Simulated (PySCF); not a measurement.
Two species compared at the same levels of theory.

First species: bromine oxoborane, BBrO.
Structure used (PBE0-D3(BJ)/def2-SVP), in Å, numbered top down from 1:
```
atom  x, y, z in Å
O1    -1.413    0.059   -0.001
B2    -0.209    0.068   -0.013
Br3    1.629    0.081   -0.031
```

Second species: C8H7BrSi.
Bonds: Br1–C2, C2–C3 (aromatic), C3–C4 (aromatic), C4–C5 (aromatic), C5–C6 (aromatic), C6–C7 (aromatic), C7–C8, C8–C9 (double), C9–Si10, C2–C7 (aromatic), C6–Si10. Hydrogens: H11 on C3; H12 on C4; H13 on C5; H14 on C8; H15 on C9; H16, H17 on Si10.

Levels: B3LYP/def2-SVPD for dipole moment, HOMO energy, LUMO energy, HOMO–LUMO gap, static isotropic polarisability and electronic spatial extent ⟨r²⟩ about the centre of nuclear charge; TDDFT B3LYP/def2-SVPD for lowest singlet excitation; TDA B3LYP/def2-SVPD for lowest triplet excitation (Tamm–Dancoff); ΔSCF B3LYP/def2-SVPD for vertical ionisation energy; PBE0-D3(BJ)/def2-SVP for smallest rotational constant. Geometries: PBE0-D3(BJ)/def2-SVP. Each structure is a single optimised conformer of the isolated species, non-relativistic unless stated. Electronic properties by PySCF.

Values for the first species:

- Dipole moment: 3.05 D
- HOMO energy: -9.40 eV
- LUMO energy: -1.04 eV
- HOMO–LUMO gap: 8.36 eV
- Lowest singlet excitation: 7.20 eV
- Lowest triplet excitation (Tamm–Dancoff): 6.77 eV
- Static isotropic polarisability: 35.8 au
- Vertical ionisation energy: 12.11 eV
- Electronic spatial extent ⟨r²⟩ about the centre of nuclear charge: 310 bohr²
- Smallest rotational constant: 3.600 GHz

(1) Estimate the same properties for the second species, and the change in each.

## Answers

(1) 
```tsv
property	first	second	second less first
dipole moment	3.05 D	1.21 D	-1.84 D
HOMO energy	-9.40 eV	-6.59 eV	+2.81 eV
LUMO energy	-1.04 eV	-1.90 eV	-0.86 eV
HOMO–LUMO gap	8.36 eV	4.69 eV	-3.67 eV
lowest singlet excitation	7.20 eV	4.11 eV	-3.09 eV
lowest triplet excitation (Tamm–Dancoff)	6.77 eV	2.95 eV	-3.82 eV
static isotropic polarisability	35.8 au	142.4 au	+106.6 au
vertical ionisation energy	12.11 eV	8.31 eV	-3.80 eV
electronic spatial extent ⟨r²⟩ about the centre of nuclear charge	310 bohr²	2448 bohr²	+2138 bohr²
smallest rotational constant	3.600 GHz	0.411 GHz	-3.189 GHz
```

On the first: No computed singlet falls in the visible range (750 to 380 nm, 1.65 to 3.26 eV); S1 lies 3.94 eV above its blue end. The 10 singlets span 7.20 to 9.04 eV, and their oscillator strengths add up to 0.20. The calculation is non-relativistic and has no spin–orbit coupling, an omission that weighs most on bromine.

On the second: The vertical singlet–triplet gap S1 − T1 is 1.16 eV (TDDFT singlet less Tamm–Dancoff triplet; S1: HOMO→LUMO, weight 0.82; T1: HOMO→LUMO, weight 0.83). The calculation is non-relativistic and has no spin–orbit coupling, an omission that weighs most on bromine.
